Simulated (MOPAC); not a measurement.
MOPAC input (PM7):

```
PM7 PRECISE GNORM=0.05 LET XYZ UHF MS=0.5 GEO-OK AUX(PRECISION=9) THREADS=1
IPb

Pb   -0.00000000 1   -0.00000000 1   -1.11148383 1
I     0.00000000 1    0.00000000 1    1.71965423 1
```

Question: What heat of formation does the run end on?

Answer: 16.28 kcal/mol.
